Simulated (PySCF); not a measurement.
PySCF input (BP86/def2-SVP):

```python
from pyscf import gto, dft

mol = gto.M(
    atom='''
    O    -1.36687604    0.55831406   -0.03290379
    Se    0.00828182   -0.28161326    0.00618097
    O     1.33167830    0.63854228    0.00663467
    ''',
    basis='def2-svp',
    charge=0,
    spin=0,
    verbose=4,
)

mf = dft.RKS(mol, xc='bp86')
mf.grids.level = 3
mf.conv_tol = 1e-9
mf.max_cycle = 100
mf.max_memory = 1500
mf.kernel()
if not mf.converged:
    mf = mf.newton()
    mf.kernel(mf.make_rdm1())
mf.dip_moment()
```

From the output:

```
Set gradient conv threshold to 3.16228e-05
Initial guess from minao.
tot grids = 48592
init E= -2551.35641443045
  HOMO = -0.35267951928494  LUMO = -0.192442907031239  gap/eV = 4.36026
cycle= 1 E= -2551.39278096568  delta_E= -0.0364  |g|= 1.38  |ddm|= 2.59
  HOMO = -0.0729006937107326  LUMO = -0.0314511437710396  gap/eV = 1.12790
cycle= 2 E= -2548.63483412047  delta_E= 2.76  |g|=  3.7  |ddm|= 4.39
  HOMO = -0.257270792684262  LUMO = -0.157598092294359  gap/eV = 2.71223
cycle= 3 E= -2551.79396393956  delta_E= -3.16  |g|= 0.204  |ddm|= 3.55
  HOMO = -0.276600828744757  LUMO = -0.17885036039085  gap/eV = 2.65993
cycle= 4 E= -2551.80002184407  delta_E= -0.00606  |g|= 0.0888  |ddm|= 0.235
  HOMO = -0.272624705226835  LUMO = -0.173162897520795  gap/eV = 2.70649
cycle= 5 E= -2551.80198103618  delta_E= -0.00196  |g|= 0.0193  |ddm|= 0.095
  HOMO = -0.273529572900685  LUMO = -0.17361947704535  gap/eV = 2.71869
cycle= 6 E= -2551.80205360192  delta_E= -7.26e-05  |g|= 0.00756  |ddm|= 0.0138
  HOMO = -0.273586583804536  LUMO = -0.173652617744956  gap/eV = 2.71934
cycle= 7 E= -2551.80201823493  delta_E= 3.54e-05  |g|= 0.0146  |ddm|= 0.0148
  HOMO = -0.273635420955942  LUMO = -0.173666737972375  gap/eV = 2.72029
cycle= 8 E= -2551.80206393593  delta_E= -4.57e-05  |g|= 0.0011  |ddm|= 0.0105
  HOMO = -0.273686479913733  LUMO = -0.173688694432436  gap/eV = 2.72108
cycle= 9 E= -2551.80206421151  delta_E= -2.76e-07  |g|= 0.000101  |ddm|= 0.000802
  HOMO = -0.273680485518689  LUMO = -0.173680470375294  gap/eV = 2.72114
cycle= 10 E= -2551.80206421368  delta_E= -2.17e-09  |g|= 2.16e-05  |ddm|= 0.000131
  HOMO = -0.273681357346493  LUMO = -0.173682215235278  gap/eV = 2.72112
cycle= 11 E= -2551.80206421381  delta_E= -1.26e-10  |g|= 5.85e-07  |ddm|= 2.48e-05
  HOMO = -0.273681188218402  LUMO = -0.173682096383539  gap/eV = 2.72111
Extra cycle  E= -2551.80206421381  delta_E= 4.55e-13  |g|= 1.48e-06  |ddm|= 1.53e-06
converged SCF energy = -2551.80206421381
Dipole moment(X, Y, Z, Debye):  0.07491, -2.54794,  0.05592
```

The geometry given is a B3LYP-D3(BJ)/def2-TZVP minimum.
